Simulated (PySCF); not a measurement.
## `CC(C)(C)c1ccco1`, C₈H₁₂O

Geometry (Å), atoms numbered from 1 in this order:
```xyz
21

C    -1.3264   -1.5559   -0.3002
C    -0.9342   -0.0751   -0.1981
C    -1.7868    0.6144    0.8657
C    -1.1442    0.6078   -1.5570
C     0.5136    0.0255    0.1852
C     1.1815    0.5798    1.2409
C     2.5741    0.3318    1.0152
C     2.6446   -0.3529   -0.1586
O     1.4060   -0.5401   -0.6634
H    -2.3829   -1.6540   -0.5958
H    -0.7096   -2.0737   -1.0491
H    -1.1894   -2.0659    0.6655
H    -1.5267    1.6799    0.9586
H    -1.6574    0.1411    1.8511
H    -2.8517    0.5483    0.5961
H    -2.1990    0.5333   -1.8653
H    -0.8736    1.6735   -1.5071
H    -0.5243    0.1351   -2.3327
H     0.7354    1.1036    2.0821
H     3.4101    0.6258    1.6460
H     3.4677   -0.7589   -0.7406
```

Computed, not measured: TDDFT CAM-B3LYP/aug-cc-pVDZ excited states, vertical, gas phase in PySCF. Geometry: PBE0-D3(BJ)/def2-SVP.

Problem. Give the one- and two-photon strengths of the lowest singlets.

Solution. δ for parallel linear polarisation; σ at the peak of a Lorentzian of half width 0.1 eV, single beam; Ω is circular over linear.
```csv
state,E (eV),f,photon λ (nm),δ (au),σ (GM),Ω,main
S1,5.62,0.001,441,128,1.49,1.50,"HOMO→LUMO 0.72, HOMO→LUMO+1 0.18"
S2,5.96,0.229,416,31.8,0.41,1.12,"HOMO→LUMO+6 0.50, HOMO→LUMO+8 0.28"
S3,6.13,0.027,405,21.3,0.29,1.50,"HOMO→LUMO+1 0.43, HOMO→LUMO+2 0.25"
S4,6.26,0.001,396,10.8,0.15,1.50,"HOMO→LUMO+2 0.59, HOMO→LUMO+1 0.20"
S5,6.46,0.006,384,36.3,0.55,0.46,"HOMO→LUMO+3 0.62, HOMO→LUMO+6 0.20"
S6,6.73,0.000,368,14.1,0.23,1.50,"HOMO→LUMO+5 0.45, HOMO→LUMO+7 0.12"
```

Among these, the strongest one-photon state is S2, the strongest two-photon state S1, with a dipole change of 3.4 D (relaxed, norm of the difference vector).
